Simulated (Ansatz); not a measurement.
Input and output for CH$_{4}$AlBO (`C[B]1[O][AlH]1`).

```yaml
crystal:
  periodic: [false, false, false]
  atoms:
    - {symbol: C, position_ang: [-0.191184, 1.356932, -0.370645]}
    - {symbol: B, position_ang: [0.050704, -0.120880, 0.025394]}
    - {symbol: O, position_ang: [1.119756, -0.856479, 0.319430]}
    - {symbol: Al, position_ang: [-0.228048, -2.061095, 0.485688]}
    - {symbol: H, position_ang: [0.745729, 1.920016, -0.416699]}
    - {symbol: H, position_ang: [-0.861261, 1.837966, 0.347489]}
    - {symbol: H, position_ang: [-0.688845, 1.412905, -1.342927]}
    - {symbol: H, position_ang: [0.145349, -3.546467, 0.896369]}
basis:
  gaussian: {orbitals: cc-pVTZ-DK, nuclear_model: gaussian, point_charges: [{charge: 0.50, position_ang: [4.164, 0.302, 0.749]}]}
hamiltonian: {xc: {name: B2PLYP}}
scf: {lower_state_search: full}
output: {forces: true}
```

```sh
$ ansatz run in.yaml --threads 2 --pin off --events-out ev --progress --plain --max-ram 4352MiB
```

Shortened log:

```
Functional definition: B2PLYP
1054 factors; integrals over basis functions are off by at most 1.3e-3 eV
mean field evaluation 1: about -10419.4086 eV, gradient 6.3e1 eV
mean field evaluation 2: about -10419.5381 eV, gradient 6.3e1 eV
mean field evaluation 4: about -10427.3041 eV, gradient 1.3e1 eV
mean field evaluation 8: about -10427.6425 eV, gradient 7.2e-1 eV
mean field evaluation 16: about -10427.6443 eV, gradient 1.6e-4 eV
mean field -10427.64429533 eV, -383.2088597420 hartree, gradient 5.0e-6 eV, S^2 0.000000; 0 other end points of the search recorded, 0 dependent functions left out
8 core orbitals not correlated: weight in the atoms' cores, before any rotation towards them, 1.000 or more for the frozen orbitals, at most 0.000 for the correlated occupied ones
reference -10427.64446451 eV, -383.2088659596 hartree; 10, 10 occupied and 162, 162 virtual orbitals, 1054 factors
second order -19.35882855 eV of doubles, -0.00000000 eV of singles
Total energy: -10432.87134822 eV, -383.4009503930 hartree
Relativity: scalar
Atom 0 at    -0.191184     1.356932    -0.370645 Å, force     0.025537     0.091069    -0.012432 eV/Å
Atom 1 at     0.050704    -0.120880     0.025394 Å, force    -0.588444     0.130003    -0.099131 eV/Å
Atom 2 at     1.119756    -0.856479     0.319430 Å, force     1.061050     0.145294     0.113821 eV/Å
Atom 3 at    -0.228048    -2.061095     0.485688 Å, force    -0.358718    -0.462658     0.063587 eV/Å
Atom 4 at     0.745729     1.920016    -0.416699 Å, force    -0.096752     0.024956    -0.022401 eV/Å
Atom 5 at    -0.861261     1.837966     0.347489 Å, force     0.072664    -0.032683    -0.071306 eV/Å
Atom 6 at    -0.688845     1.412905    -1.342927 Å, force     0.062478     0.008845     0.091473 eV/Å
Atom 7 at     0.145349    -3.546467     0.896369 Å, force    -0.029836     0.164432    -0.039132 eV/Å
Dipole moment:    -0.414617    -0.071916    -0.037105 e Å
```

Run time 11 s (2 threads of an Arm Neoverse V1 on a shared host); peak host memory 0.56 GiB.
